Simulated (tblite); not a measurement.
Species: C4H11NSi2.
SMILES with atom numbers: `[CH:1]#[C:2][SiH2:3][Si@H:4]([CH3:5])[NH:6][CH3:7]` (hydrogens: H8 on C1; H9, H10 on Si3; H11 on Si4; H12, H13, H14 on C5; H15 on N6; H16, H17, H18 on C7)

Computed with GFN2-xTB (tblite), gas phase: L-BFGS steps from a force-field or distance-geometry start until the largest atomic force falls under 0.01 eV/Å.

Step 149: E = -557.0066 eV
```
atom  x, y, z in Å  |  force x, y, z in eV/Å
C1      3.8888    0.5847   -0.1139   -0.041   0.001  -0.012
C2      2.8682    0.0953   -0.5219   -0.008  -0.031  -0.041
Si3     1.3014   -0.6443   -1.1876   -0.092   0.009  -0.052
Si4    -0.5922    0.3650   -0.2686   -0.033   0.005  -0.029
C5     -0.0751    1.9454    0.6532   -0.018  -0.043   0.011
N6     -1.5723   -0.5552    0.8209   -0.006   0.062  -0.136
C7     -2.5028   -1.5600    0.3689    0.009   0.036   0.051
H8      4.7818    1.0157    0.2404   -0.013  -0.006   0.016
H9      1.3607   -0.4455   -2.6486    0.055  -0.005   0.023
H10     1.4481   -2.0991   -0.9809   -0.009   0.030   0.047
H11    -1.5679    0.7205   -1.3253    0.071   0.004   0.043
H12    -0.9253    2.5682    0.9121   -0.002  -0.005  -0.019
H13     0.5855    2.5231    0.0149   -0.001   0.060   0.027
H14     0.4652    1.7337    1.5708    0.021  -0.037  -0.006
H15    -1.1829   -0.7947    1.7173    0.046  -0.005   0.121
H16    -3.0157   -1.1876   -0.5112    0.001   0.025  -0.128
H17    -3.2521   -1.7500    1.1355   -0.034  -0.026   0.103
H18    -2.0223   -2.5087    0.1126    0.055  -0.073  -0.018
```

Step 150: E = -557.0084 eV
```
atom  x, y, z in Å  |  force x, y, z in eV/Å
C1      3.8905    0.5749   -0.1199   -0.091  -0.015  -0.033
C2      2.8606    0.0950   -0.5181    0.063  -0.003  -0.026
Si3     1.2879   -0.6369   -1.1829   -0.040   0.006  -0.026
Si4    -0.6012    0.3743   -0.2626   -0.001   0.009  -0.044
C5     -0.0720    1.9520    0.6567    0.001   0.003  -0.014
N6     -1.5808   -0.5543    0.8175    0.060   0.067   0.096
C7     -2.4936   -1.5727    0.3624    0.037   0.018   0.005
H8      4.7907    1.0009    0.2260   -0.057  -0.029   0.005
H9      1.3515   -0.4440   -2.6436    0.052   0.001   0.008
H10     1.4294   -2.0912   -0.9725   -0.008   0.020   0.046
H11    -1.5727    0.7307   -1.3198    0.045   0.019   0.020
H12    -0.9145    2.5895    0.9056   -0.005  -0.018  -0.012
H13     0.6018    2.5204    0.0208   -0.034   0.021   0.043
H14     0.4601    1.7394    1.5784    0.016  -0.044   0.006
H15    -1.2035   -0.7725    1.7302   -0.048   0.021  -0.083
H16    -3.0012   -1.2138   -0.5283    0.024   0.014  -0.081
H17    -3.2483   -1.7698    1.1211   -0.043  -0.023   0.106
H18    -1.9937   -2.5153    0.1175    0.031  -0.067  -0.015
```

Step 151: E = -557.0106 eV
```
atom  x, y, z in Å  |  force x, y, z in eV/Å
C1      3.8883    0.5608   -0.1279   -0.029   0.017  -0.016
C2      2.8515    0.0905   -0.5181   -0.002  -0.035  -0.057
Si3     1.2715   -0.6311   -1.1795    0.007  -0.015   0.000
Si4    -0.6093    0.3851   -0.2547   -0.012   0.002   0.005
C5     -0.0710    1.9612    0.6610    0.007   0.012   0.014
N6     -1.5943   -0.5411    0.8261    0.008   0.046  -0.036
C7     -2.4760   -1.5832    0.3552    0.017   0.044   0.048
H8      4.7955    0.9805    0.2087   -0.072  -0.036   0.008
H9      1.3416   -0.4500   -2.6405    0.043   0.009  -0.002
H10     1.4000   -2.0853   -0.9601   -0.003   0.013   0.043
H11    -1.5751    0.7419   -1.3143    0.013   0.031   0.004
H12    -0.9059    2.6131    0.8942   -0.041  -0.016  -0.005
H13     0.6177    2.5189    0.0325   -0.017   0.011   0.023
H14     0.4453    1.7491    1.5920    0.016  -0.051   0.000
H15    -1.2246   -0.7542    1.7414   -0.020   0.013  -0.025
H16    -2.9762   -1.2371   -0.5457    0.028   0.019  -0.048
H17    -3.2408   -1.8014    1.1020    0.031   0.002   0.042
H18    -1.9470   -2.5113    0.1162    0.023  -0.068   0.002
```

**Question.** Estimate the geometry and energy of step 152. (The exact step hangs on the optimiser's Hessian estimate; all steps are aligned on step 151, rigid shifts and turns removed.)

**Answer.** E = -557.0116 eV, largest force 0.159 eV/Å
```
atom  x, y, z in Å  |  force x, y, z in eV/Å
C1      3.8865    0.5543   -0.1325    0.049   0.049   0.010
C2      2.8491    0.0869   -0.5213   -0.106  -0.078  -0.090
Si3     1.2636   -0.6285   -1.1785    0.025  -0.020   0.014
Si4    -0.6130    0.3911   -0.2498   -0.002   0.005   0.001
C5     -0.0710    1.9659    0.6642   -0.007   0.023   0.027
N6     -1.6008   -0.5340    0.8294   -0.028   0.027  -0.093
C7     -2.4669   -1.5873    0.3524    0.050   0.022  -0.007
H8      4.7960    0.9703    0.2016   -0.059  -0.028   0.014
H9      1.3376   -0.4548   -2.6398    0.036   0.014  -0.008
H10     1.3825   -2.0827   -0.9537    0.002   0.010   0.042
H11    -1.5768    0.7505   -1.3089   -0.001   0.034  -0.008
H12    -0.9024    2.6254    0.8881   -0.049  -0.024   0.003
H13     0.6242    2.5178    0.0389    0.005   0.012   0.011
H14     0.4367    1.7541    1.5999    0.018  -0.048   0.002
H15    -1.2352   -0.7482    1.7446    0.010   0.019   0.031
H16    -2.9602   -1.2516   -0.5574    0.029   0.024  -0.009
H17    -3.2359   -1.8131    1.0921    0.028   0.003   0.037
H18    -1.9227   -2.5097    0.1193   -0.001  -0.042   0.024
```

The energy changes by -0.0011 eV. The first-order estimate −F·Δx gives -0.0015 eV and the mean of the old and new forces, exact on a quadratic surface, -0.0011 eV. The step makes an angle of 83° with the force vector and moves no atom by more than 0.025 Å.

What follows is the cost of the whole relaxation. Hardware: an Arm Neoverse N1 with one thread, shared host. Cost: 3.0 s of wall time.
